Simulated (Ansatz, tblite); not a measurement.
Spin states of the cluster PdBr₂ (the lowest singlet isomer of a short search), each relaxed with r2SCAN-D4/def2-TZVP in Ansatz. Electronic energies in the gas phase.

In the def2 sets Pd takes a core potential; there is no spin–orbit coupling. The xTB rows come from tblite. Correlated methods freeze 18 core orbitals; core or outer-core shells of Pd, Br are correlated, in sets that lack core-valence functions. HOMO above LUMO, or a gap near zero within one spin, warns that the state may not be the lowest or that an electron is smeared out. The structure comes from a short search, and lower isomers may exist.

Singlet geometry (C2v within 0.1 Å):

```xyz
3

Pd    0.915   -0.372   -0.219
Br   -0.037    1.675   -0.662
Br   -0.878   -1.302    0.881
```

Triplet geometry (D∞h within 0.1 Å):

Cartesian coordinates in Å:
```
Pd 0.000 0.000 0.000
Br -2.213 -0.670 -0.124
Br 2.213 0.670 0.124
```

Quintet geometry (C2v within 0.1 Å):

```
atom   x (Å)   y (Å)   z (Å)
 Pd1  -0.162   0.189   1.122
 Br2   1.417   1.048  -0.560
 Br3  -1.255  -1.237  -0.562
```

Run but left out: HF/STO-3G, BHLYP-D4/def2-TZVP (singlet: restricted singlet, unstable in another Hartree–Fock run and untested here); HF/def2-TZVP, MP2/def2-TZVP (singlet: restricted singlet, unstable towards broken spin symmetry); LDA (SPW92)/def2-TZVP (quintet: an occupied level 0.08 eV above an empty one).

Only these spin states were relaxed.

| level | triplet − singlet (kcal/mol) | quintet − singlet (kcal/mol) | lowest of these | remarks |
| --- | --- | --- | --- | --- |
| GFN1-xTB | 11.5 | 176.9 | singlet | – |
| r2SCAN-D4/def2-TZVP | -4.4 | 84.2 | triplet | – |
| r2SCANh-D4/def2-TZVP | -3.4 | 86.7 | triplet | – |
| RPA@PBE/def2-TZVP | -0.5 | 79.7 | triplet | test for broken spin undecided (singlet) |

**Question.** Estimate the rows for GFN2-xTB, PBE-D4/def2-TZVP, revPBE-D4/def2-TZVP, PBE0-D4/def2-TZVP.

**Answer.** 
| level | triplet − singlet (kcal/mol) | quintet − singlet (kcal/mol) | lowest of these | remarks |
| --- | --- | --- | --- | --- |
| GFN2-xTB | 3.0 | 141.4 | singlet | – |
| PBE-D4/def2-TZVP | -2.9 | 85.3 | triplet | gap within one spin near zero (quintet) |
| revPBE-D4/def2-TZVP | -2.2 | 84.3 | triplet | gap within one spin near zero (quintet) |
| PBE0-D4/def2-TZVP | -0.1 | 92.6 | tie | – |

The xTB methods have no term that favours high spin, so they put low spin too low.

**Question.** How do the metal–ligand distances follow the spin state?

**Answer.** 
| state | donor atoms | mean metal–ligand distance (Å) | range (Å) | Mulliken spin on the metal (PBE0) |
| --- | --- | --- | --- | --- |
| singlet | 2 | 2.300 | 2.30–2.30 | 0 |
| triplet | 2 | 2.316 | 2.32–2.32 | 1.09 |
| quintet | 2 | 2.462 | 2.46–2.46 | 2.41 |

⟨S²⟩ at PBE0-D4/def2-TZVP: singlet 0.00 (pure 0.00), triplet 2.01 (pure 2.00), quintet 6.01 (pure 6.00).
